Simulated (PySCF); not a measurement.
## Mayer bond orders and bond lengths

C5H9B2N.
Numbering: `[BH2:1][CH2:2][BH:3][n:4]1[cH:5][cH:6][cH:7][cH:8]1` (hydrogens: H9, H10 on B1; H11, H12 on C2; H13 on B3; H14 on C5; H15 on C6; H16 on C7; H17 on C8)

Geometry (PBE0-D3(BJ)/def2-SVP, Å), atoms numbered from 1 in this order:
```
atom  x, y, z in Å
B1     2.8294    0.5801    0.3223
C2     2.3406   -0.8489   -0.0369
B3     1.1032   -0.5961   -0.9768
N4    -0.2087   -0.3505   -0.4634
C5    -0.6043   -0.2799    0.8682
C6    -1.9449   -0.0289    0.9192
C7    -2.4161    0.0553   -0.4347
C8    -1.3389   -0.1418   -1.2483
H9     3.5432    1.2017   -0.4320
H10    2.4552    1.1224    1.3379
H11    3.0892   -1.3919   -0.6336
H12    2.0323   -1.4206    0.8516
H13    1.2138   -0.5652   -2.1789
H14    0.1196   -0.4058    1.6693
H15   -2.5396    0.0851    1.8238
H16   -3.4381    0.2432   -0.7583
H17   -1.2563   -0.1556   -2.3325
```

Bond orders from the PBE0/pcSseg-1 density (PySCF). Isolated species at its PBE0-D3(BJ)/def2-SVP geometry (one conformer only).

How far do the computed orders between heavy atoms stray from the drawn ones?

The largest departure is 0.433, at N4–C5 (drawn aromatic, 1.067), counting aromatic bonds as 1.5. The bonds drawn aromatic range from 1.07 to 1.60.

Give the Mayer order of every bond between heavy atoms, beside its length.

```
 bond  drawn as  length (Å)  Mayer order
B1–C2    single       1.552        1.030
C2–B3    single       1.574        0.983
B3–N4    single       1.430        1.086
N4–C5  aromatic       1.391        1.067
C5–C6  aromatic       1.365        1.600
C6–C7  aromatic       1.436        1.258
C7–C8  aromatic       1.364        1.595
C8–N4  aromatic       1.392        1.073
```

By pair of heavy elements: B–C: lowest C2–B3 (0.983, 1.574 Å), highest B1–C2 (1.030, 1.552 Å). C–N: all 2 within 0.02 of one another (1.067 to 1.073). C–C: lowest C6–C7 (1.258, 1.436 Å), highest C5–C6 (1.600, 1.365 Å).

And the bonds to hydrogen?

B–H: 0.97 to 0.99 (3 bonds); C–H: 0.93 to 0.98 (6 bonds).

Sum the orders of all bonds at each heavy atom with more than one neighbour and set the sums beside the valence in the SMILES.

B1 3.005 (drawn 3), C2 3.872 (drawn 4), B3 3.042 (drawn 3), N4 3.226 (drawn 3), C5 3.633 (drawn 4), C6 3.843 (drawn 4), C7 3.837 (drawn 4), C8 3.639 (drawn 4). Orders between atoms that aren't bonded are not in these sums.

Mayer orders depend on the basis set.

These values come from a run that also computed NMR shieldings. The run took 31 s of wall time (grids of density and orbitals included) on one thread, Arm Neoverse V1 (aarch64), no GPU, shared host with 32 logical CPUs at a one-minute load of 11, and the process peaked at 1.0 GiB of memory.
